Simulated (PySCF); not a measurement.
# Correlation energy of Si (silicon, neutral)

[Ne] 3s2 3p2, high-spin 3P determinant. Calculation: PySCF 2.14, in 6-31G* (4s3p1d, 18 functions); no relativity, point nucleus. Frozen: [Ne]; 4 electrons correlated.

MP2 pair energies summed by pair of shells (mhartree):

```tsv
pair	energy	share (%)
3s-3p	-22.51	56.5
3s-3s	-14.14	35.5
3p-3p	-3.19	8.0
```

Total MP2 correlation energy: -39.84 mhartree.

Same-spin part -5.84 and opposite-spin part -34.00 mhartree; SCS-MP2 scales them by 1/3 and 6/5 to -42.75 mhartree.

```json
{"level": "CCSD", "correlation energy (mhartree)": "-56.14"}
{"level": "(T)", "correlation energy (mhartree)": "-0.83"}
{"level": "CCSD(T)", "correlation energy (mhartree)": "-56.97"}
```

Diagnostics: T1 = 0.0098, D1 = 0.0198, largest double amplitude 0.105.

Is a single reference adequate?

Mostly. T1 lies below 0.03, but a double amplitude of this size points to a near-degeneracy that CCSD handles and MP2 describes poorly.
